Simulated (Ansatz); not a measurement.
Consider the formal exchange of groups at a C–C bond: `C[CH](C)[Ge][F]` + `C[SiH2][Se]C` → `CC[Se][SiH2]C` + `C[CH2][Ge][F]`.

Calculated with Ansatz (gas phase, PBE0-D4/def2-TZVP geometries, no zero-point term in ΔE). CCSD(T)/CBS is the MP2 limit (def2-TZVPP, def2-QZVPP) plus CCSD(T) − MP2 in def2-TZVPP, frozen cores. For Ge, Se outer-core shells are correlated without core-valence functions, which leaves a few kJ/mol of doubt a bond. Scalar relativity is left out up to krypton. One conformer a species, not always the lowest.

| species | CCSD(T)/CBS(def2) energy (Eh) |
| --- | --- |
| `C[CH](C)[Ge][F]` | -2294.29857 |
| `C[SiH2][Se]C` | -2770.73796 |
| `CC[Se][SiH2]C` | -2810.00010 |
| `C[CH2][Ge][F]` | -2255.03793 |

Work out ΔE.

ΔE = (-2810.00010) + (-2255.03793) − (-2294.29857) − (-2770.73796) = -0.00150 Eh = -0.04 eV.

Largest T1 diagnostic among the species: 0.013.

In def2-TZVPP, CCSD(T) changes the Hartree–Fock value by +0.04 eV (the triples alone add +0.01 eV) and MP2 by +0.05 eV.
